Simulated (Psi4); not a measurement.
A dimer, HF ··· BF3 (SMILES F and FB(F)F); the first 2 atoms form monomer A.

```
6

F      0.4622     0.0000     0.0000
H     -0.4622     0.0000     0.0000
F      2.3381    -2.6684    -2.6710
B      1.6467    -1.7446    -3.3031
F      2.2493    -0.6659    -3.7540
F      0.3531    -1.8998    -3.4860
```

Q: What interaction energy does SAPT0/jun-cc-pVDZ, frozen core (Psi4 1.11) give, and which attractive term is the largest?

A: Total -4.04 kJ/mol: electrostatics -3.69, exchange 0.09, induction -0.12, dispersion -0.32. The most attractive term is electrostatics.
